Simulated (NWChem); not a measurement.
Everything below was run with NWChem. System: C$_{3}$H$_{7}$O, charge 0, spin multiplicity 2, at a geometry optimised with UPBE0/def2-SVP. The structure started from a generated list of species. Its SCF solution wasn't tested for a lower state. Level: UPBE0/def2-TZVP.

Output (cleaned and shortened):

```
             Northwest Computational Chemistry Package (NWChem) 7.3.0
             --------------------------------------------------------

                                NWChem Input Module
                                -------------------

 Scaling coordinates for geometry "geometry" by  1.889725989
 (inverse scale =  0.529177249)

                             Geometry "geometry" -> ""
                             -------------------------

 Output coordinates in angstroms (scale by  1.889725989 to convert to a.u.)

  No.       Tag          Charge          X              Y              Z
 ---- ---------------- ---------- -------------- -------------- --------------
    1 C                    6.0000    -1.88514500    -0.26910300     0.17379700
    2 C                    6.0000    -0.53730300     0.34382100     0.26237300
    3 C                    6.0000     0.63143600    -0.19862900    -0.47872300
    4 O                    8.0000     1.86549800     0.22924300     0.03494100
    5 H                    1.0000    -1.83365500    -1.37084700     0.15274200
    6 H                    1.0000    -2.52774500     0.02771600     1.01707800
    7 H                    1.0000    -2.42275100     0.03471600    -0.74852000
    8 H                    1.0000    -0.43460800     1.36723500     0.64242000
    9 H                    1.0000     0.55853700    -1.30806300    -0.52704000
   10 H                    1.0000     0.61392000     0.13931800    -1.53607200
   11 H                    1.0000     1.86839000     0.01944500     0.97518200

 Effective nuclear repulsion energy (a.u.)     121.9500332298

            Nuclear Dipole moment (a.u.)
            ----------------------------
        X                 Y               Z
 ---------------- ---------------- ----------------
    -0.0000000000    -0.0000037795    -0.0000000000


 Summary of "ao basis" -> "" (spherical)
 ------------------------------------------------------------------------------
       Tag                 Description            Shells   Functions and Types
 ---------------- ------------------------------  ------  ---------------------
 *                         def2-tzvp                  on all atoms

                                 NWChem DFT Module
                                 -----------------

 Summary of "ao basis" -> "ao basis" (spherical)
 ------------------------------------------------------------------------------
       Tag                 Description            Shells   Functions and Types
 ---------------- ------------------------------  ------  ---------------------
 C                         def2-tzvp                11       31   5s3p2d1f
 O                         def2-tzvp                11       31   5s3p2d1f
 H                         def2-tzvp                 4        6   3s1p

 Summary of "ao basis" -> "ao basis" (spherical)
 ------------------------------------------------------------------------------
       Tag                 Description            Shells   Functions and Types
 ---------------- ------------------------------  ------  ---------------------
 C                         def2-tzvp                11       31   5s3p2d1f
 O                         def2-tzvp                11       31   5s3p2d1f
 H                         def2-tzvp                 4        6   3s1p

            General Information
            -------------------
          SCF calculation type: DFT
          Wavefunction type:  spin polarized.
          No. of atoms     :    11
          No. of electrons :    33
           Alpha electrons :    17
            Beta electrons :    16
          Charge           :     0
          Spin multiplicity:     2
          Use of symmetry is: off; symmetry adaption is: off
          Maximum number of iterations: 100
          AO basis - number of functions:   166
                     number of shells:    72
          Convergence on energy requested:  1.00D-06
          Convergence on density requested:  1.00D-05
          Convergence on gradient requested:  5.00D-04

              XC Information
              --------------
                         PBE0 Method XC Functional
                     Hartree-Fock (Exact) Exchange  0.250
[...]
   100      0.371446   4 O  py              103      0.313807   4 O  py
   106      0.257389   4 O  py              150      0.169131   9 H  s
    99     -0.165337   4 O  px              102     -0.140769   4 O  px
    69     -0.130706   3 C  py                5      0.129515   1 C  s
   151      0.122354   9 H  s               105     -0.118665   4 O  px

 Vector   17  Occ=0.000000D+00  E=-4.686866D-02
              MO Center= -4.4D-01,  1.9D-01,  2.5D-01, r^2= 2.7D+00
   Bfn.  Coefficient  Atom+Function         Bfn.  Coefficient  Atom+Function
  ----- ------------  ---------------      ----- ------------  ---------------
    45      0.411570   2 C  pz              139      0.308636   7 H  s
   157      0.304625  10 H  s                39      0.293588   2 C  pz
    42      0.242374   2 C  pz               36      0.222056   2 C  s
   163      0.213092  11 H  s                67     -0.209177   3 C  s
    44     -0.199533   2 C  py               98     -0.169182   4 O  s

 Vector   18  Occ=0.000000D+00  E= 5.276203D-02
              MO Center= -9.2D-01, -6.0D-01,  3.4D-02, r^2= 7.8D+00
   Bfn.  Coefficient  Atom+Function         Bfn.  Coefficient  Atom+Function
  ----- ------------  ---------------      ----- ------------  ---------------
     5      4.439457   1 C  s                67      2.627416   3 C  s
    36     -1.684324   2 C  s               127     -1.506035   5 H  s
   139     -1.376121   7 H  s               133     -1.365665   6 H  s
   151     -1.319263   9 H  s               157     -0.935172  10 H  s
    44      0.708642   2 C  py              163     -0.686914  11 H  s

 Vector   19  Occ=0.000000D+00  E= 6.237398D-02
              MO Center=  5.1D-01, -1.2D-01,  5.8D-01, r^2= 8.0D+00
   Bfn.  Coefficient  Atom+Function         Bfn.  Coefficient  Atom+Function
  ----- ------------  ---------------      ----- ------------  ---------------
     5      2.413635   1 C  s                67     -1.662853   3 C  s
   163      1.234296  11 H  s               139     -1.138650   7 H  s
   133     -1.019866   6 H  s                98     -0.963971   4 O  s
   151      0.855904   9 H  s                74      0.704625   3 C  px
   127     -0.573561   5 H  s                45     -0.485897   2 C  pz

   alpha - beta orbital overlaps
   -----------------------------

   alpha      1      2      3      4      5      6      7      8      9     10
    beta      1      2      4      3      5      6      7      8      9     10
 overlap   1.000  1.000  0.999  0.999  1.000  0.995  0.999  0.993  0.997  0.952

   alpha     11     12     13     14     15     16     17     18     19     20
    beta     11     12     13     14     15     16     17     18     19     20
 overlap   0.964  0.959  0.980  0.998  0.997  0.996  0.967  0.984  0.980  0.997

   alpha     21     22     23     24     25     26     27     28     29     30
    beta     21     22     23     24     25     26     27     28     29     30
 overlap   0.998  0.982  0.979  0.997  0.997  0.997  0.982  0.929  0.953  0.954

   alpha     31     32     33     34     35     36     37     38     39     40
    beta     31     31     32     34     35     36     37     38     39     40
 overlap   0.713  0.648  0.702  0.731  0.962  0.968  0.993  0.973  0.981  0.968

   alpha     41     42     43     44     45     46     47     48     49     50
    beta     41     42     43     44     45     46     47     48     49     50
 overlap   0.952  0.954  0.992  0.994  0.994  0.997  0.998  0.996  0.984  0.982

   alpha     51     52     53     54     55     56     57     58     59     60
    beta     51     52     53     54     55     56     57     58     59     60
 overlap   0.997  0.929  0.926  0.982  0.999  0.995  0.994  0.995  0.996  0.984

   alpha     61     62     63     64     65     66     67     68     69     70
    beta     61     62     63     64     65     66     67     68     69     69
 overlap   0.967  0.918  0.921  0.980  0.995  0.992  0.987  0.966  0.683  0.665

   alpha     71     72     73     74     75     76     77     78     79     80
    beta     71     72     73     74     75     76     77     78     79     80
 overlap   0.759  0.942  0.970  0.712  0.738  0.970  0.995  0.997  0.996  0.983

   alpha     81     82     83     84     85     86     87     88     89     90
    beta     81     82     83     84     85     86     87     88     89     90
 overlap   0.982  0.997  0.996  0.992  0.991  0.992  0.986  0.992  0.995  0.985

   alpha     91     92     93     94     95     96     97     98     99    100
    beta     91     92     93     94     95     96     97     98     99    100
 overlap   0.981  0.972  0.992  0.998  0.985  0.986  0.999  0.999  0.999  0.998

   alpha    101    102    103    104    105    106    107    108    109    110
    beta    101    102    103    104    105    106    107    108    109    110
 overlap   0.997  0.993  0.990  0.993  0.995  0.996  0.993  0.754  0.755  0.998

   alpha    111    112    113    114    115    116    117    118    119    120
    beta    111    112    113    114    115    116    117    118    119    121
 overlap   0.892  0.891  0.978  0.816  0.796  0.949  0.946  0.977  0.995  0.985

   alpha    121    122    123    124    125    126    127    128    129    130
    beta    120    122    123    124    125    126    127    128    129    130
 overlap   0.996  0.976  0.987  0.821  0.727  0.899  0.994  0.997  0.998  0.994

   alpha    131    132    133    134    135    136    137    138    139    140
    beta    131    132    133    134    135    136    137    138    139    140
 overlap   0.991  0.991  0.989  0.996  0.999  0.999  0.998  0.979  0.975  0.995

   alpha    141    142    143    144    145    146    147    148    149    150
    beta    141    142    143    144    145    146    147    148    149    150
 overlap   0.999  0.994  0.994  0.997  0.999  0.999  1.000  1.000  1.000  1.000

   alpha    151    152    153    154    155    156    157    158    159    160
    beta    151    152    153    154    155    156    157    158    159    160
 overlap   1.000  1.000  1.000  1.000  1.000  1.000  1.000  1.000  1.000  1.000

   alpha    161    162    163    164    165    166
    beta    161    162    163    164    165    166
 overlap   1.000  1.000  0.999  0.999  1.000  1.000

     --------------------------
     Expectation value of S2:
     --------------------------
      <S2> =      0.7551 (Exact =     0.7500)

 center of mass
 --------------
 x =   0.13235271 y =   0.03458733 z =   0.00076302

 moments of inertia (a.u.)
 ------------------
          66.875977790989         -36.767121934687          31.952360145697
         -36.767121934687         485.792621512752         -10.586994920423
          31.952360145697         -10.586994920423         483.952985980917

     Multipole analysis of the density
     ---------------------------------

     L   x y z        total         alpha         beta         nuclear
     -   - - -        -----         -----         ----         -------
     0   0 0 0     -0.000000    -17.000000    -16.000000     33.000000

     1   1 0 0     -0.572706      0.214244     -0.786950     -0.000000
     1   0 1 0     -0.243113     -0.338673      0.095564     -0.000004
     1   0 0 1      0.273804     -0.078280      0.352084     -0.000000

     2   2 0 0    -21.564748   -143.397900   -139.846808    261.679959
     2   1 1 0     -0.970523    -10.534165    -11.007844     20.571487
     2   1 0 1      1.740165      9.622245      9.387467    -17.269547
     2   0 2 0    -19.378630    -23.412981    -21.971062     26.005413
     2   0 1 1      0.109003     -3.558271     -3.691861      7.359136
     2   0 0 2    -18.063503    -24.116245    -21.080644     27.133385

 Task  times  cpu:       68.4s     wall:       68.4s

 Total times  cpu:       68.4s     wall:       68.4s
```

### Question
Write an NWChem input that would produce this output.

### Answer
One answer among several that fit: 
```
start mol
memory heap 200 mb stack 900 mb global 1100 mb
geometry units angstroms nocenter noautoz noautosym
  C     -1.885145    -0.269103     0.173797
  C     -0.537303     0.343821     0.262373
  C      0.631436    -0.198629    -0.478723
  O      1.865498     0.229243     0.034941
  H     -1.833655    -1.370847     0.152742
  H     -2.527745     0.027716     1.017078
  H     -2.422751     0.034716    -0.748520
  H     -0.434608     1.367235     0.642420
  H      0.558537    -1.308063    -0.527040
  H      0.613920     0.139318    -1.536072
  H      1.868390     0.019445     0.975182
end
basis spherical
  * library def2-tzvp
end
dft
  xc pbe0
  odft
  mult 2
  semidirect memsize 60000000 filesize 0
  iterations 100
end
task dft energy
```
